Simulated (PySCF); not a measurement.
# How the method moves the bond dissociation enthalpies of trimethylsilane

Structure: `C[SiH](C)C` (C3H10Si). Coordinates in Å; atoms count from 1 in this order:
```
C     0.1446    1.7130   -0.4862
Si   -0.0886    0.1087    0.4701
C    -1.5588   -0.8478   -0.2137
C     1.4726   -0.9385    0.3704
H    -0.7563    2.3437   -0.4285
H     0.3459    1.5084   -1.5501
H     0.9900    2.2959   -0.0885
H    -0.3564    0.4405    1.9095
H    -1.7195   -1.7818    0.3472
H    -1.3955   -1.1127   -1.2707
H    -2.4846   -0.2546   -0.1532
H     1.6941   -1.2114   -0.6739
H     2.3422   -0.3922    0.7680
H     1.3670   -1.8702    0.9480
```

All levels share the PBE0-D3(BJ)/def2-SVP structures and the PBE0-D3(BJ)/def2-SVP thermal terms; only the single-point energies (PySCF) change. Values are bond dissociation enthalpies (298 K, kJ/mol).

At PBE-D3(BJ)/def2-SV(P) (grid 2):
```csv
quantity,value
C1–Si2,373
Si2–H,364
```

Q: What does M06-2X/def2-TZVP give?

A: C1–Si2: 376 (change 2); Si2–H: 382 (change 18).

Known limits: def2-SV(P) is a small basis, whose errors can reach tens of kJ/mol; the order of Si2–H and C1–Si2 is undecided: the gaps lie inside the method's error (some 20 kJ/mol, one structure a species).

Differences come from unrounded values, so a last digit can differ from that of the printed terms.
